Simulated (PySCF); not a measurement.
C7H6FN.
Cartesian coordinates in Å at the PBE0-D3(BJ)/def2-SVP level; atoms count from 1:
```xyz
15
C7H6FN angstrom
C     -2.7959   -0.3275   -0.2201
C     -1.4643   -0.4650   -0.1663
C     -0.5050    0.6150   -0.3847
C     -1.0382    1.9135   -0.6793
N     -1.4934    2.9536   -0.9169
C      0.8520    0.4864   -0.3291
C      1.5753   -0.7261   -0.0529
C      2.9152   -0.7812   -0.0030
F      3.6734    0.2849   -0.2004
H     -3.4547   -1.1804   -0.0450
H     -3.2635    0.6372   -0.4379
H     -1.0392   -1.4466    0.0573
H      1.4553    1.3794   -0.5100
H      1.0473   -1.6636    0.1285
H      3.4942   -1.6857    0.2020
```

Jobs on this species (15 atoms, 64 electrons) with PySCF (density fitting). Hardware of each: an AMD EPYC 7R43 with one thread, no GPU (shared host). The host was shared with other jobs, so the times are rough. Peak memory is the resident size of the whole Python process, interpreter and libraries included.

| level and settings | work | basis functions | SCF cycles | wall time | peak memory |
| --- | --- | --- | --- | --- | --- |
| wB97X-D/def2-SVPD, IEF-PCM benzene | 6 singlets by full TDDFT, polarisability | 231 | ? | ? | ? |
| wB97X-D/def2-SVPD, IEF-PCM tetrahydrofuran | 6 singlets by full TDDFT, polarisability | 231 | ? | ? | ? |
| PBE0/pcSseg-1, IEF-PCM tetrahydrofuran | shieldings | 183 | 14 | 22 s | 0.98 GiB |
| PBE0/pcSseg-1, IEF-PCM benzene | shieldings, charges and field gradients | 183 | 14 | 28 s | 0.95 GiB |
| wB97X-D/def2-SVPD | 6 singlets by full TDDFT, polarisability, dynamic polarisability | 231 | 14 | 47 s | 1.1 GiB |
| PBE0-D3(BJ)/def2-SVP, grid level 1 | geometry optimisation from a GFN2-xTB start shaken at random | 156 | 68 | 90 s | 0.61 GiB |

Question: Fill in the missing figures.

Answer: 
- wB97X-D/def2-SVPD, IEF-PCM benzene; 6 singlets by full TDDFT, polarisability: 37 s, 1.1 GiB, 15 SCF cycles
- wB97X-D/def2-SVPD, IEF-PCM tetrahydrofuran; 6 singlets by full TDDFT, polarisability: 37 s, 1.1 GiB, 15 SCF cycles

Question: What do all jobs in the table cost together?

Answer: About 4.3 min; the longest takes about 34 % of that, and about 4.1 times as long as the shortest.
